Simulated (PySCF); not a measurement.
Delta-SCF ions had no search for a lower state. 

# H2Cl, SMILES `[ClH2+]` (charge 1, multiplicity 1)

Level of theory: M06-2X/def2-TZVP // PBE0-D3(BJ)/def2-TZVP (PySCF).

```json
{
 "HOMO": "-20.31 eV",
 "HOMO–LUMO gap": "13.34 eV",
 "LUMO": "-6.98 eV",
 "vertical ionisation energy (Delta-SCF)": "22.39 eV",
 "adiabatic ionisation energy (no zero-point term)": "22.19 eV",
 "hole reorganisation energy (four-point)": "0.447 eV",
 "total_energy": "-12544.85 eV",
 "cost": "roughly 13 core-seconds"
}
```

Bond lengths (Å): Cl1–H2 1.310, Cl1–H3 1.310. Bond angles (°): H2–Cl1–H3 94.5.
Charge +1, spin multiplicity 1.
